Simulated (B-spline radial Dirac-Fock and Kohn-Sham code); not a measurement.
**Two-hole binding energies of Sn⁴⁺**

System: Sn⁴⁺, [Kr] 4d10, inside a Watson sphere of charge -4 and radius 2.7 Å (a model of the Madelung potential; inside it an electron's potential energy is raised by 21.3 eV).

Calculated with a radial B-spline solver, using Dirac-Fock (average of configuration) total-energy differences with a finite nucleus, the Breit interaction including its frequency dependence, and self-energy and vacuum-polarisation corrections. U is the two-hole binding energy less the two single-hole energies, the effective repulsion of the holes after relaxation. Each two-hole energy is an average over J within one jj subconfiguration.

| holes | E(a) (eV) | E(b) (eV) | E(ab) (eV) | U (eV) |
| --- | --- | --- | --- | --- |
| 1s⁻¹ 2p3/2⁻¹ | 29232.1 | 3962.1 | 33404.4 | 210.3 |
| 1s⁻¹ 3p3/2⁻¹ | 29232.1 | 749.2 | 30046.9 | 65.6 |
| 2s⁻² | 4503.8 | 4503.8 | 9140.5 | 133.0 |
| 2p3/2⁻² | 3962.1 | 3962.1 | 8072.0 | 147.9 |
| 2s⁻¹ 3p1/2⁻¹ | 4503.8 | 791.7 | 5353.9 | 58.4 |
| 2s⁻¹ 3p3/2⁻¹ | 4503.8 | 749.2 | ? | ? |
| 2s⁻¹ 3d3/2⁻¹ | 4503.8 | 525.5 | 5090.5 | 61.2 |
| 2p3/2⁻¹ 3p1/2⁻¹ | 3962.1 | 791.7 | 4813.9 | 60.1 |
| 2p3/2⁻¹ 3d5/2⁻¹ | 3962.1 | 517.1 | 4539.0 | 59.9 |
| 3p1/2⁻² | 791.7 | 791.7 | 1632.0 | 48.6 |
| 3d3/2⁻² | 525.5 | 525.5 | 1100.1 | 49.0 |
| 3d3/2⁻¹ 3d5/2⁻¹ | 525.5 | 517.1 | 1092.3 | 49.7 |
| 4d3/2⁻¹ 4d5/2⁻¹ | 54.82 | 53.76 | 128.2 | 19.6 |
| 4d5/2⁻² | 53.76 | 53.76 | 126.9 | 19.4 |

Q: Give the missing two-hole energy and U.

A: E(ab) = 5309.6 eV and U = 56.7 eV.
